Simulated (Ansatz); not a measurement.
Molecule: trifluoro(methoxy)silane, CH3F3OSi (charge 0, singlet). 
Geometry from a B3LYP-D3(BJ)/def2-TZVP (Ansatz, a program for electronic structure) optimisation:
```xyz
9

Si     0.3974     0.0167    -0.0324
F      0.7139    -1.2546     0.8502
F      0.6104     1.2762     0.8971
F      1.4373     0.0810    -1.2091
O     -1.0735    -0.0319    -0.6578
C     -2.3172    -0.0949     0.0416
H     -3.1087    -0.1210    -0.7042
H     -2.3700    -0.9969     0.6537
H     -2.4480     0.7846     0.6743
```
Charge 0, spin multiplicity 1.

Property: atomisation energy (electronic, to ground-state atoms), in eV. Valence correlation only, unless marked. Open shells are spin-unrestricted. No spin-orbit coupling. No relativistic terms. The coupled-cluster limit lacks core correlation, which all-electron functionals hold. CBS(X,Y): correlation extrapolated as X^-3; Hartree-Fock from the larger set. [CCSD(T)-MP2]/basis is that difference in the basis named.

```csv
level,program,atomisation energy (eV)
revPBE-D4/def2-TZVPD,Ansatz + dftd4,39.64
CAM-B3LYP/def2-TZVPD,Ansatz,40.44
B2PLYP-D4/def2-TZVPD,Ansatz + dftd4,40.11
CCSD/6-31G*,Ansatz,___
"RI-MP2/CBS(cc-pV(T+d)Z,cc-pV(Q+d)Z)+[CCSD(T)-MP2]/cc-pV(T+d)Z",Ansatz,___
```

What belongs in the gaps?


- CCSD/6-31G*, atomisation energy (eV): 36.96
- RI-MP2/CBS(cc-pV(T+d)Z,cc-pV(Q+d)Z)+[CCSD(T)-MP2]/cc-pV(T+d)Z, atomisation energy (eV): 40.74
